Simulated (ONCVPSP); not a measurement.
# Before and after: ONCV potential for silicon (Si)

ONCVPSP 4.0.1 input, shortened (lines: element, Z, core and valence counts, functional; n l f; lmax; l rc ep ncon nbas qcut; lloc lpopt rc5 dvloc0; l nproj debl; icmod fcfact rcfact), PBE, scalar-relativistic:

```
  Si 14.00    3    2        4      upf
    1    0    2.00
    2    0    2.00
    2    1    6.00
    3    0    1.75
    3    1    2.25
    2
    0    1.50    0.00    4    7    5.00
    1    1.75    0.00    4    7    3.80
    2    1.50    0.08    4    8    5.80
    2    5    1.50    0.00
    0    3    2.80
    1    2    1.00
    2    0    0.80
    2    0.55    0.65
```

All-electron outer shells of the reference configuration (PBE, scalar-relativistic, ld1.x):

```
shell  level (eV)  outermost node (bohr)  outermost maximum (bohr)
   2s     -139.93                   0.15                      0.45
   2p      -95.98                      –                      0.39
   3s      -11.01                   0.72                      1.77
   3p       -4.23                   0.72                      2.14
```

Change: s: qcut 5.5; p: qcut 4.2; d: qcut 6.4.

Cutoffs: the cutoffs (Ha) at which the residual kinetic energy of the hardest occupied pseudo-wave falls to 1 and 0.1 mHa per electron; they do not see the model core or the augmentation charge, which bear on the density cutoff. Errors are all-electron minus pseudo energies relative to the spin-unpolarised reference configuration.

Task: What does the change do?

Result: The potential gets softer (7.7 Ha and 28 Ha → 7.6 Ha and 25 Ha); both files keep a bound ghost (s); of the 4 tests that both files solve, the error grows in 0 and shrinks in 1 by more than 15 % and 0.3 meV (median size 1.0 → 0.7 meV).

```csv
quantity,base,changed
"cutoff, loose",7.7 Ha,7.6 Ha
"cutoff, tight",28 Ha,25 Ha
loose cutoff by channel,"s 7.7 Ha, p 3.1 Ha","s 7.6 Ha, p 3.1 Ha"
bound ghosts,s,s
GHOST(+) flags under 300 eV,none,none
"error for 3s2 3p2, meV [ΔE -1.69 eV]",+0.1,+0.1
"error for 3s2 3p1, meV [ΔE 6.05 eV]",0.0,+0.1
"error for 3s2 3p0, meV [ΔE 22.04 eV]",+11,+11
"error for 3s0 3p4, meV [ΔE 12.09 eV]",+2.0,+1.4
s: phases at 1.52 bohr within 0.05 rad from the reference energy up to (Ha; the scan ends near 5),to the end of the scan,to the end of the scan
p: phases at 1.78 bohr within 0.05 rad from the reference energy up to (Ha; the scan ends near 5),3.3,3.2
d: phases at 1.52 bohr within 0.05 rad from the reference energy up to (Ha; the scan ends near 5),3.9,4.2
"rms error of d²Exc/dni dnj with the model core, mHa",1.21,1.21
```

Base: The cutoffs count occupied waves only; projector 2 of the s channel, the hardest unoccupied one, needs 66 Ha at the loose tolerance. Changed file: The cutoffs count occupied waves only; projector 2 of the s channel, the hardest unoccupied one, needs 21 Ha at the loose tolerance. A true bound ghost makes a file unfit for plane-wave use even where its test errors are small: the radial tests pick states by their node count and pass the ghost by.
